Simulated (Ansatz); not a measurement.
Level of theory: B3LYP-D3(BJ)/def2-SVP run with Ansatz (a quantum-chemistry and plane-wave program). No frequencies were computed at this level.

Ansatz 0.2 input:
```yaml
crystal:
  periodic: [false, false, false]
  atoms:
    - { symbol: I, position_ang: [2.088758, -0.279109, -0.029574] }
    - { symbol: B, position_ang: [0.005196, -0.000044, 0.107275] }
    - { symbol: I, position_ang: [-0.807272, 1.939597, -0.039027] }
    - { symbol: I, position_ang: [-1.286682, -1.660444, -0.038673] }
basis:
  gaussian: { orbitals: def2-svp }
hamiltonian:
  xc: b3lyp
  dispersion: d3bj
relax:
  max_steps: 150
```

Output:

```
Functional definition: B3LYP
1290 factors; integrals over basis functions are off by at most 3.5e-4 eV
mean field evaluation 1: about -24987.4734 eV, gradient 8.4e0 eV
mean field evaluation 2: about -24987.0697 eV, gradient 1.4e1 eV
mean field evaluation 4: about -24987.7191 eV, gradient 3.2e-1 eV
mean field evaluation 8: about -24987.7732 eV, gradient 3.5e-2 eV
mean field -24987.77315482 eV, -918.2837261187 hartree, gradient 3.8e-5 eV, S^2 0.000000; 0 other end points of the search recorded, 0 dependent functions left out
reference -24987.77338056 eV, -918.2837344144 hartree; 40, 40 occupied and 52, 52 virtual orbitals, 1290 factors
relax step   1: F+E_penalty+E_count = -24988.19598371 eV  Δ(F+E_penalty+E_count) = +0.000e0 eV  max|allowed force component| = 5.172e-1 eV/Å  Δτ_max = 0.0000 Å  (26 SCF iters, accepted)
these checks for a lower state are left out or cut short: starts, cluster_reference, orbital_swaps, neighbouring_geometries, increment
1290 factors; integrals over basis functions are off by at most 3.9e-4 eV
mean field evaluation 16: about -24987.5528 eV, gradient 8.7e0 eV
mean field -24987.82380784 eV, -918.2855875827 hartree, gradient 2.3e-5 eV, S^2 0.000000; 0 other end points of the search recorded, 0 dependent functions left out
reference -24987.82403600 eV, -918.2855959677 hartree; 40, 40 occupied and 52, 52 virtual orbitals, 1290 factors
relax step   2: F+E_penalty+E_count = -24988.23525729 eV  Δ(F+E_penalty+E_count) = -3.927e-2 eV  max|allowed force component| = 3.851e-1 eV/Å  Δτ_max = 0.1598 Å  (30 SCF iters, accepted)
these checks for a lower state are left out or cut short: starts, cluster_reference, orbital_swaps, neighbouring_geometries, increment
1290 factors; integrals over basis functions are off by at most 3.7e-4 eV
mean field -24987.84260488 eV, -918.2862783613 hartree, gradient 2.1e-5 eV, S^2 0.000000; 0 other end points of the search recorded, 0 dependent functions left out
reference -24987.84283203 eV, -918.2862867088 hartree; 40, 40 occupied and 52, 52 virtual orbitals, 1290 factors
relax step   3: F+E_penalty+E_count = -24988.25855859 eV  Δ(F+E_penalty+E_count) = -2.330e-2 eV  max|allowed force component| = 3.952e-2 eV/Å  Δτ_max = 0.0536 Å  (29 SCF iters, accepted)
these checks for a lower state are left out or cut short: starts, cluster_reference, orbital_swaps, neighbouring_geometries, increment
1290 factors; integrals over basis functions are off by at most 3.7e-4 eV
mean field evaluation 32: about -24987.8424 eV, gradient 1.9e-4 eV
mean field -24987.84239904 eV, -918.2862707967 hartree, gradient 1.1e-5 eV, S^2 0.000000; 0 other end points of the search recorded, 0 dependent functions left out
reference -24987.84262607 eV, -918.2862791400 hartree; 40, 40 occupied and 52, 52 virtual orbitals, 1290 factors
relax step   4: F+E_penalty+E_count = -24988.25872170 eV  Δ(F+E_penalty+E_count) = -1.631e-4 eV  max|allowed force component| = 8.466e-4 eV/Å  Δτ_max = 0.0040 Å  (25 SCF iters, accepted)
1290 factors; integrals over basis functions are off by at most 3.7e-4 eV
mean field -24987.84239904 eV, -918.2862707967 hartree, gradient 1.1e-5 eV, S^2 0.000000; 1 other end points of the search recorded, 0 dependent functions left out
reference -24987.84262607 eV, -918.2862791400 hartree; 40, 40 occupied and 52, 52 virtual orbitals, 1290 factors
Total energy: -24988.25894874 eV, -918.3015787158 hartree
Atom 0 at     2.115453    -0.282093     0.006033 Å, force    -0.000705     0.000129     0.000043 eV/Å
Atom 1 at     0.000079    -0.000004     0.000026 Å, force    -0.000823     0.000040    -0.000136 eV/Å
Atom 2 at    -0.813490     1.972993    -0.003217 Å, force     0.000681    -0.000780     0.000047 eV/Å
Atom 3 at    -1.302042    -1.690896    -0.002842 Å, force     0.000847     0.000611     0.000047 eV/Å
Dipole moment:     0.000076    -0.000004    -0.000003 e Å
```

Cost: very roughly 30 core-seconds.
